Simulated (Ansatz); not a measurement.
Input for Ansatz (a quantum-chemistry and plane-wave program): U-CCSD(T)/cc-pVTZ on CH6BN (SMILES BNC), a point of a bond scan (R = 0.875 Å).

Ansatz 0.2 input:
```yaml
crystal:
  periodic: [false, false, false]
  atoms:
    - {symbol: B, position_ang: [-0.17377685, 0.16935935, 1.35984899]}
    - {symbol: H, position_ang: [-1.04662609, 0.51554608, 2.09587791]}
    - {symbol: H, position_ang: [0.90496525, -0.15002550, 1.76046960]}
    - {symbol: N, position_ang: [-0.42136335, 0.13750334, -0.00246435]}
    - {symbol: C, position_ang: [0.50465876, -0.25211116, -1.05318898]}
    - {symbol: H, position_ang: [-1.33200836, 0.40682345, -0.34423305]}
    - {symbol: H, position_ang: [0.64324422, 0.40346991, -1.61526024]}
    - {symbol: H, position_ang: [0.12956168, -1.11043727, -1.61689155]}
    - {symbol: H, position_ang: [1.45669201, -0.52592512, -0.60230554]}
basis:
  gaussian:
    orbitals: cc-pVTZ
correlation: {method: ccsd_t, electrons: outside_noble_gas}
scf: {omitted_lower_state_checks: [cluster_reference]}
magnetization: {spin_polarized: true, initial_magnetization: 0}
```

It printed:

```
WARN ansatz: RAYON_NUM_THREADS=1 ignored (pool sized by the plan → 1); use --threads N
Functional definition: HF
these checks for a lower state are left out or cut short: cluster_reference
integrals: 0.90 GiB planned
974 factors; integrals over basis functions are off by at most 9.8e-4 eV
mean field: 0.49 GiB planned
mean field evaluation 1: about -3277.1590 eV, gradient 2.2e1 eV
mean field evaluation 2: about -3277.1610 eV, gradient 2.2e1 eV
mean field evaluation 4: about -3279.4985 eV, gradient 2.7e0 eV
mean field evaluation 8: about -3279.5376 eV, gradient 7.9e-5 eV
mean field -3279.53764274 eV, -120.5207854204 hartree, gradient 7.8e-7 eV, S^2 0.000000; 0 other end points of the search recorded, 0 dependent functions left out
3 core orbitals not correlated
reference -3279.53764274 eV, -120.5207854204 hartree; 9, 9 occupied and 162, 162 virtual orbitals, 974 factors
too little memory for Intel AMX tiles; the run may be slower
second order -13.57950173 eV of doubles, -0.00000000 eV of singles
coupled cluster: 1.55 GiB planned
cycle   1  -14.09136278 eV  change   -5.1e-1 eV  update   7.5e-2
cycle   2  -14.43786992 eV  change   -3.5e-1 eV  update   2.2e-2
cycle   3  -14.50336870 eV  change   -6.5e-2 eV  update   1.2e-2
cycle   4  -14.49713359 eV  change    6.2e-3 eV  update   3.9e-3
cycle   5  -14.49731241 eV  change   -1.8e-4 eV  update   1.9e-3
cycle   6  -14.49702806 eV  change    2.8e-4 eV  update   4.7e-4
cycle   7  -14.49700685 eV  change    2.1e-5 eV  update   1.1e-4
cycle   8  -14.49702269 eV  change   -1.6e-5 eV  update   3.3e-5
cycle   9  -14.49701636 eV  change    6.3e-6 eV  update   8.7e-6
perturbative correction -0.52776536 eV, -0.0193950191 hartree
Total energy: -3294.56242446 eV, -121.0729359643 hartree
Checks for a lower state left out: cluster_reference
```

Self-consistency was reached.

Cost: about 6 core-minutes (a rough figure).
